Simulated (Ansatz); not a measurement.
`O=C[SiH2][SiH3]` + `[CH3][InH2]` → `O=C[SiH2][CH2][InH2]` + SiH₄  (formal exchange of groups at the Si–Si bond)

Computed with Ansatz on PBE0-D4/def2-TZVP structures; ΔE is electronic, products minus reactants. CBS: MP2 limit from def2 TZ/QZ plus the TZ coupled-cluster correction, frozen cores. This one scheme is used for every species. Functionals use def2-TZVPP. B3LYP here is the variant with VWN-RPA as its local correlation; programs differ in this. Elements past krypton have def2 core potentials. For In outer-core shells are correlated without core-valence functions, which leaves a few kJ/mol of doubt a bond. Each species was taken in one conformer, which may not be the lowest.

```
             level  ΔE (kJ/mol)
           ωB97X-V        -13.2
           ωB97M-V        -18.8
               PBE          1.8
             B3LYP         -7.5
    MP2/def2-TZVPP        -24.5
SCS-MP2/def2-TZVPP        -24.0
CCSD(T)/def2-TZVPP        -17.7
    CCSD/CBS(def2)        -18.6
```

**Question.** What does CCSD(T)/CBS give? (Estimate.)

**Answer.** Computed: -18.5 kJ/mol. The listed levels differ from it by 5.3, -0.3, 20.3, 11.0, -6.0, -5.5, 0.8, -0.1 kJ/mol.

Largest T1 diagnostic among the species: 0.016.

From PBE to PBE0 (25 % exact exchange), in def2-TZVPP and without D4, ΔE moves by −4.8 kJ/mol. The D4 term adds −3.5 kJ/mol with B3LYP and −1.9 kJ/mol with PBE0; it sums over pairs of atoms, weighted by their polarisabilities, and B3LYP, whose exchange is more repulsive, gets the larger term.
